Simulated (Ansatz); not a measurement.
`C#CC1[SiH2]S1` and `SC1[SiH2]S1` differ in one atom or group.

Ansatz, PBE0-D4/def2-TZVP geometries, multiplicity 1. Each molecule was computed in one conformer, which needn't be the lowest.

```
                                                                                  property  `C#CC1[SiH2]S1`
ideal-gas entropy at 298 K and 1 bar (rigid rotor, harmonic PBE0-D4/def2-TZVP) / J/(mol·K)              323
                                                     HOMO energy (ωB97M-V/def2-TZVPP) / eV            -9.23
                                                       LUMO energy (B3LYP/def2-TZVPP) / eV            -0.88
                                            size of the dipole moment (PBE/def2-TZVPP) / D             1.54
                                                         HOMO energy (PBE/def2-TZVPP) / eV            -6.00
                                                     HOMO–LUMO gap (B3LYP/def2-TZVPP) / eV             6.01
```

What does the change do to each property? (Best estimate.)

Computed: 
```csv
property,`SC1[SiH2]S1`,shift
"ideal-gas entropy at 298 K and 1 bar (rigid rotor, harmonic PBE0-D4/def2-TZVP) / J/(mol·K)",317,-6
HOMO energy (ωB97M-V/def2-TZVPP) / eV,-9.12,0.11
LUMO energy (B3LYP/def2-TZVPP) / eV,-0.85,0.03
size of the dipole moment (PBE/def2-TZVPP) / D,1.16,-0.38
HOMO energy (PBE/def2-TZVPP) / eV,-5.79,0.21
HOMO–LUMO gap (B3LYP/def2-TZVPP) / eV,5.86,-0.15
```

The zero-point energy changes by -25.4 kJ/mol with -3 modes. Dipoles are sizes alone; their direction can turn.

B3LYP here is the variant with VWN-RPA as its local correlation; programs differ in this.
